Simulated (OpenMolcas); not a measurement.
Os6+ among 2 point charges of -1.5 e arranged as a linear pair (D∞h).

| Item | Value |
| --- | --- |
| Program | OpenMolcas |
| Method | SS-CASPT2, IPEA 0.25 Eh, imaginary shift 0.1 Eh (closed shells correlated: 5s 5p) |
| Basis | ANO-RCC-VDZP [7s6p4d2f1g] |
| Scalar Hamiltonian | DKH2, point nucleus |
| Active space | 2 electrons in 5 orbitals (5d) |
| State averaging | 2S+1 = 3 even, 10 roots; 2S+1 = 1 even, 15 roots |
| Spin-orbit coupling | RASSI with atomic mean-field integrals over the reference wave functions |

All point charges move together. At R = 1.8 Å the first state of the same spin is 4120 cm-1, and at R = 1.94 Å it is 2190 cm-1.

Problem. A third run gives 5920 cm-1. What distance was it run at?

Solution. With a power law R^-n the two known points give n = -ln(2190 / 4120) / ln(1.94 / 1.8) = 8.44. Then R = 1.8 × (4120 / 5920)^(1/8.44) = 1.724 Å. The run was at 1.7 Å, so the estimate is off by +0.024 Å.

Roots that are degenerate in the reference are averaged as groups; the widest CASPT2 spread within a group is 16 cm-1 (the 2-fold group of multiplicity 1 near 29200 cm-1 above the lowest state of its run, R = 1.94). Shifts and gaps below about the spread of the groups concerned are not significant. Free-ion shares, where given, are those of the reference states; single-state CASPT2 does not remix them. Spin-orbit coupling mixes the spin-free states strongly: the lowest level takes only 57 % from its leading state, 3Σ (figures for R = 1.7; the like holds for R = 1.8, R = 1.94). This is an electrostatic model: the charges have no orbitals. No measured value stands beside these numbers.
